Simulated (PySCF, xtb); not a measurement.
Energy landscape of Cl2Si, singlet: symmetric bend, bond length relaxed. Scanned: Cl-Si-Cl angle. Other coordinates (Si-Cl bond length) were minimised at PBE0/def2-TZVP.

GFN1-xTB (xtb); CCSD(T) on RHF/cc-pVTZ, 15 core orbitals frozen (PySCF).

Energies relative to the lowest point of each profile, in mEh:

| a / ° | GFN1-xTB |
|---|---|
| 180 | 44.2 |
| 170 | 42.4 |
| 160 | 37.2 |
| 150 | 29.7 |
| 140 | 21.1 |
| 130 | 12.4 |
| 120 | 5.0 |
| 110 | 0.3 |
| 100 | 0.0 |
| 90 | 6.9 |
| 80 | 25.6 |

**Question.** Predict the corresponding CCSD(T) column.

**Answer.** 180: 69.8; 170: 67.1; 160: 59.3; 150: 47.7; 140: 34.1; 130: 20.9; 120: 9.7; 110: 2.2; 100: 0.0; 90: 5.8; 80: 23.9 (mEh).
